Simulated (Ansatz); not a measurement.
Consider the homolysis of the Si–Si bond: `C[SiH](C)[SiH2]F` → `C[SiH]C`• + `F[SiH2]`•.

Program: Ansatz. Geometries: PBE0-D4/def2-TZVP. ΔE: electronic, gas phase. CCSD(T)/CBS is the MP2 limit (def2-TZVPP, def2-QZVPP) plus CCSD(T) − MP2 in def2-TZVPP, frozen cores. This one scheme is used for every species. Functionals use def2-TZVPP. B3LYP here is the variant with VWN-RPA as its local correlation; programs differ in this. No spin–orbit coupling; open shells (•) take unrestricted orbitals. One conformer a species, not always the lowest.

CCSD(T)/CBS gives +342.9 kJ/mol.

Question: Another level gave +296.9 kJ/mol. Which?
A. ωB97M-V/def2-TZVPP
B. r2SCAN-D4/def2-TZVPP
C. B3LYP/def2-TZVPP
D. BLYP/def2-TZVPP

Answer: D. BLYP 296.9, B3LYP 308.9, r2SCAN-D4 314.1, ωB97M-V 343.9 kJ/mol.

Largest T1 diagnostic among the species: 0.014.

At CCSD(T), def2-SVP lies −23.2 kJ/mol from the extrapolated value and def2-TZVPP −11.0 kJ/mol: correlation converges slowly with the basis, and small sets miss more of it in the bonded molecule than in its fragments. In def2-TZVPP, CCSD(T) changes the Hartree–Fock value by +87.7 kJ/mol (the triples alone add +6.1 kJ/mol) and MP2 by +86.7 kJ/mol; breaking electron pairs costs correlation energy, which Hartree–Fock lacks.
